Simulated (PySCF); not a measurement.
BH9NSi2 (charge -1).
InChI=1S/BH9NSi2/c1-2(3)4/h1,3-4H3/q-1

Computed with PySCF, PBE0-D3(BJ)/def2-SVP geometry optimisation, gas phase.

Take the most abundant isotopes and a rigid rotor. 

Problem. Give the principal moments of inertia and the rotational constants in MHz.

Solution. Ia = 81.18, Ib = 170.81, Ic = 236.26 u·Å²; 505379 MHz·u·Å²/I gives A = 6225, B = 2959, C = 2139 MHz.

Problem. What kind of rotor is it?

Solution. An asymmetric top: κ = (2 × 2959 − 6225 − 2139)/(6225 − 2139) = -0.60.

Problem. Is it planar, by Δ = Ic − Ia − Ib?

Solution. Not planar: Δ = Ic − Ia − Ib = -15.73 u·Å². For a rigid frame Δ = −2 Σ m c², so Σ m c² = 7.87 u·Å² lies off the ab plane: 7.84 from hydrogen and 0.02 from heavier atoms. The atom farthest from that plane is 1.28 Å away.

Problem. Give the other two planar moments, Paa and Pbb, and the rms extents of the mass along the axes.

Solution. Paa = Σ m a² = (Ib + Ic − Ia)/2 = 162.94 and Pbb = Σ m b² = (Ia + Ic − Ib)/2 = 73.32 u·Å². With the mass M = 90.04 u, the rms extents √(P/M) along a, b and c are 1.35, 0.90, 0.30 Å.

Problem. List the rotational levels J(Ka,Kc) to J = 4 (MHz).

Solution. Above 0(0,0):
J = 1: 1(0,1) 5098, 1(1,1) 8364, 1(1,0) 9184
J = 2: 2(0,2) 15158, 2(1,2) 17740, 2(1,1) 20199, 2(2,1) 29999, 2(2,0) 30134
J = 3: 3(0,3) 29931, 3(1,3) 31725, 3(1,2) 36629, 3(2,2) 45292, 3(2,1) 45948, 3(3,1) 63752, 3(3,0) 63767
J = 4: 4(0,4) 49141, 4(1,4) 50243, 4(1,3) 58341, 4(2,3) 65577, 4(2,2) 67412, 4(3,2) 84377, 4(3,1) 84476, 4(4,1) 109905, 4(4,0) 109906

Problem. Predict some low-J microwave lines.

Solution. The dipole components (about the centre of mass, as the species is charged) are |μa| = 0.00 D, |μb| = 4.73 D, |μc| = 0.01 D; the mirror of this Cs structure is the bc plane, so μa vanishes by symmetry (the 0.03 D computed is a residue) and there are no a-type lines. Intensities carry the squares of the components, which stand as 1.00 : 0.00 (b : c). Some lines, for components of 0.1 D or more:

```csv
type,branch,"J(Ka,Kc)",MHz,lower level (cm⁻¹)
b,Q,"2(1,1) ← 2(0,2)",5042,0.506
b,Q,"3(1,2) ← 3(0,3)",6698,0.998
b,R,"1(1,1) ← 0(0,0)",8364,0.000
b,Q,"3(2,1) ← 3(1,2)",9319,1.222
b,Q,"2(2,1) ← 2(1,2)",12258,0.592
b,R,"2(1,2) ← 1(0,1)",12642,0.170
b,Q,"3(2,2) ← 3(1,3)",13567,1.058
b,R,"2(2,1) ← 1(1,0)",20815,0.306
b,R,"2(2,0) ← 1(1,1)",21770,0.279
b,R,"3(2,2) ← 2(1,1)",25093,0.674
b,R,"3(3,0) ← 2(2,1)",33768,1.001
```

Problem. Estimate the classical rotational partition function at 10 K, 50 K and 298.15 K.

Solution. Point group Cs, symmetry number σ = 1; q = (√π/σ)·√((kT/h)³/(ABC)), k/h = 20836.6 MHz/K: 849 at 10 K, 9500 at 50 K, 138000 at 298.15 K.

PBE0-D3(BJ)/def2-SVP frequencies: not computed here. The geometry's basis has no diffuse functions, a weakness for an anion. No vibrational averaging or centrifugal distortion is included, and the geometry carries the error of its method. A rigid rotor knows nothing of internal rotation, which can split or shift real lines. Quadrupole hyperfine structure (11B, 14N) is left out.
